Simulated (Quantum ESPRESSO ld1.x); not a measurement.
Results of a calculation; reference values are marked as such.
Zr4+, configuration [Kr] (the NIST ground configuration). Level of theory: scalar-relativistic Kohn-Sham, BLYP, spin-unpolarised, spherical densities, point nucleus (ld1.x of Quantum ESPRESSO 7.5).

Normalised radial functions P(r) = r R(r), r in bohr:

r	2s
0.004549	0.6651
0.006732	0.8799
0.009884	1.1025
0.01463	1.2804
0.02147	1.2909
0.03178	0.9609
0.04666	0.1549
0.0685	-1.0706
0.1014	-2.2586
0.1488	-2.5872
0.2203	-1.7946
0.3234	-0.6983
0.4786	-0.1208
0.7027	-0.0075
1.032	-0.0001
1.527	0.0000
2.241	0.0000
3.317	0.0000

2s: eigenvalue -2513.5 eV, 1 radial node at r = 0.0493 bohr, <r> = 0.163 bohr, 90 % of the charge inside 0.251 bohr.
